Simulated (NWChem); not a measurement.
Species: GeSiH6O2; SMILES O[SiH2][O][GeH3]

```xyz
10

O      1.0439     2.3126     0.0390
Si    -0.4917     1.7058    -0.1481
O     -0.6253     0.1570     0.4117
Ge     0.1105    -1.4041    -0.0329
H      1.3354     2.4774     0.9406
H     -1.4838     2.5074     0.6230
H     -0.7393     1.7654    -1.6138
H     -0.9259    -2.4777     0.3269
H      1.4003    -1.5804     0.7866
H      0.4139    -1.4000    -1.5432
```
Atoms are numbered in this order, from 1.

Results from NWChem. Pople sets run with spherical d functions. Structure relaxed at the PBE0/def2-SVP level. Total energies compare along this basis series because the functional is fixed.

| level | basis functions | energy (Ha) | highest occupied level (eV) | orbital gap (eV) | dipole (D) |
|---|---|---|---|---|---|
| PBE/STO-3G | 43 | -2490.4517 | -1.65 | 6.09 | 0.79 |
| PBE/3-21G | 65 | -2507.5326 | (withheld) | (withheld) | 1.37 |
| PBE/6-31G* | 90 | -2519.6796 | -6.84 | 6.23 | 1.34 |
| PBE/6-311G** | 142 | -2520.0181 | -7.04 | 6.18 | 1.29 |

Problem. Some entries are withheld; supply them.

Solution. 
- PBE/3-21G, highest occupied level (eV): -6.55
- PBE/3-21G, orbital gap (eV): 6.30
